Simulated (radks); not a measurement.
The numbers below are computed, except where a source is named.
Charge is removed step by step from the 2s down level of Be, starting from [He] 2s(up 1, down 1). Code: a radial shooting solver on a logarithmic mesh with Libxc functionals. Model: scalar-relativistic Kohn-Sham, PBE, spin-polarised, spherical densities, finite nucleus; Fermi nuclear charge, rms radius 2.519 fm.

removed (e),E - E(0) (eV),eigenvalue (eV)
0,0.000,-5.610
0.1,0.595,-6.288
0.2,1.258,-6.974
0.3,1.990,-7.664
0.4,2.791,-8.355
0.5,3.661,-9.043
0.6,4.599,-9.724
0.7,5.605,-10.393
0.8,6.677,-11.050
0.9,7.815,-11.689

The mean slope of the eigenvalue, de/dn, is 6.75 eV per electron.
